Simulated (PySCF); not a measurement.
## One elementary step

Start structure (BH$_{4}$ClO$_{2}$, closed shell), relaxed at PBE0-D4/def2-TZVP:

```json
{"atom": "B1", "x (Å)": "-0.4703", "y (Å)": "-0.6773", "z (Å)": "-0.1852"}
{"atom": "H2", "x (Å)": "0.5002", "y (Å)": "-0.9984", "z (Å)": "0.4490"}
{"atom": "O3", "x (Å)": "-0.8165", "y (Å)": "0.6204", "z (Å)": "-0.3798"}
{"atom": "O4", "x (Å)": "-1.2242", "y (Å)": "-1.6702", "z (Å)": "-0.7120"}
{"atom": "H5", "x (Å)": "1.8980", "y (Å)": "0.5185", "z (Å)": "1.3184"}
{"atom": "Cl6", "x (Å)": "1.8388", "y (Å)": "1.7998", "z (Å)": "1.3494"}
{"atom": "H7", "x (Å)": "-0.2132", "y (Å)": "1.2431", "z (Å)": "0.0380"}
{"atom": "H8", "x (Å)": "-1.9774", "y (Å)": "-1.3305", "z (Å)": "-1.2059"}
```

The step: BH₃O₂ ([OH][BH][OH]) + HCl → BH₂ClO₂ ([OH][B]([OH])[Cl]) + H₂; bonds formed: B1–Cl6, H2–H5; bonds broken: B1–H2, H5–Cl6. PySCF 2.14 with density fitting (its default auxiliary sets; JK sets also for MP2 and CCSD(T)); basis: def2-TZVPP and def2-QZVPP; cores frozen in the correlated methods. Extrapolation: Hartree–Fock as exp(−7.88 √X), correlation as X^−2.97. Energies below are by CCSD(T) at an estimated basis limit (MP2 extrapolated from triple and quadruple zeta, plus CCSD(T) − MP2 in triple zeta).

Q: What are the electronic barrier and the energy of the step, from the start structure to the end structure? (To be estimated.)

A: By the calculation: Barrier 146.7 kJ/mol; step energy -51.6 kJ/mol (downhill); reverse barrier, their difference, 198.3 kJ/mol. Barrier and step energy count from the start structure, the reverse barrier from the end structure.

The saddle point: One imaginary mode of 861i cm⁻¹.
```tsv
pair	start (Å)	saddle (Å)	end (Å)
B1–Cl6	3.72	2.24	1.77
H2–H5	2.24	0.96	0.75
B1–H2	1.20	1.36	3.38
H5–Cl6	1.28	1.65	3.25
```

Zero-point energy (harmonic, PBE0-D4): ZPE is 133.7 kJ/mol at the start and 131.3 kJ/mol at the saddle, so the barrier goes from 146.7 to 144.3 kJ/mol.

The T1 diagnostic stays at or below 0.013.

Labels in which every atom is bracketed show which atoms are joined, not bond orders.

For scale, one of the runs: CCSD(T)/def2-TZVPP, 191 basis functions, launched by `OMP_NUM_THREADS=4 python run.py`. The run took 6 min on 4 CPU threads of an Arm Neoverse V2 (shared host), with 2.4 GiB of host memory at its peak.
